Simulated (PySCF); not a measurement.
## Electronic structure of Ar (argon, neutral) at the UHF level

Configuration: [Ar], closed-shell 1S. Calculation: PySCF 2.14, in def2-SVP (4s3p1d, 18 functions); the non-relativistic Hamiltonian (point nucleus).

* Total energy: -526.623385 hartree
* One-electron energy: -728.2032 hartree
* Hartree (Coulomb) energy: 231.7817 hartree
* Exchange energy: -30.2019 hartree
* Kinetic energy: 526.62337 hartree
* ⟨S²⟩: 0.0000
* ⟨L²⟩: 0.000
* Sum of ⟨r⟩: 15.95 bohr
* Sum of ⟨r²⟩: 25.21 bohr²
* Density at the nucleus (Gaussians lack the cusp): 3480 bohr⁻³
* Langevin diamagnetic susceptibility: -20.0 ×10⁻⁶ cm³/mol
* Time after the integrals: 0.05 s of wall time on 1 thread of Intel(R) Xeon(R) Platinum 8259CL CPU @ 2.50GHz (shared host)

```csv
shell,electrons,mean orbital energy (hartree),"rms radius, mean of both spins (bohr)"
1s,2,-118.54936,0.0999
2s,2,-12.30246,0.449
2p,6,-9.55992,0.417
3s,2,-1.25954,1.54
3p,6,-0.57688,1.78
```
